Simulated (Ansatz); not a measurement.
`[F][In]([F])[Cl]` + `[SiH3]N[SiH3]` → `[F][In]([Cl])[N]([SiH3])[SiH3]` + H–F at 298.15 K and 1 bar (ligand exchange at the In–F bond).

Program: Ansatz. Geometries: PBE0-D4/def2-TZVP. ΔE: electronic, gas phase. CCSD(T)/CBS adds triple-zeta CCSD(T) − MP2 to the extrapolated MP2 energy (def2 sets, frozen cores). This one scheme is used for every species. def2 core potentials past Kr. For In outer-core shells are correlated without core-valence functions, which leaves a few kJ/mol of doubt a bond. One conformer a species, not always the lowest.

```
                         species  CCSD(T)/CBS energy (Eh)  H − E (kJ/mol)  S (J/(mol·K))
              `[F][In]([F])[Cl]`               -849.27843            28.9          328.9
                 `[SiH3]N[SiH3]`               -637.10515           192.6          335.6
`[F][In]([Cl])[N]([SiH3])[SiH3]`              -1385.98629           186.9          465.9
                             H–F               -100.39570            33.5          173.6
```

H − E and S are ideal-gas, rigid-rotor, harmonic terms from PBE0-D4/def2-TZVP, for one conformer and one mirror image of each species. 1 Eh = 2625.50 kJ/mol, R = 8.31446 J/(mol·K).

Q: By hand: ΔE, ΔH, ΔS and ΔG.

A: ΔE = (-1385.98629) + (-100.39570) − (-849.27843) − (-637.10515) = 0.00159 Eh = 4.2 kJ/mol. Δ(H − E) = 186.9 + 33.5 − 28.9 − 192.6 = -1.1, so ΔH = 3.1 kJ/mol. ΔS = 465.9 + 173.6 − 328.9 − 335.6 = -25.0 J/(mol·K). ΔG = 3.1 − 298.15 × (-25.0)/1000 = 10.6 kJ/mol.

Q: By hand: the equilibrium constant, and the temperature at which ΔG would vanish if ΔH and ΔS stayed fixed.

A: log₁₀ K = −ΔG/(RT ln 10) = -1.9. ΔH and −TΔS have one sign here, so there is no such temperature. One of them is within its doubt of zero, so this could turn.

TΔS isn't small against ΔH here. A doubt of 5 kJ/mol in ΔE shifts log₁₀ K by 0.9 here. Other conformers and mirror images would add mixing entropy, several J/(mol·K) or more a flexible species. Modes under 60 cm⁻¹, often nearly free rotors, make the harmonic entropy too high. These are equilibria of isolated gas molecules and say nothing of rates. Largest T1 diagnostic: 0.016 (customary marks: 0.02 for closed shells, 0.045 for open ones).
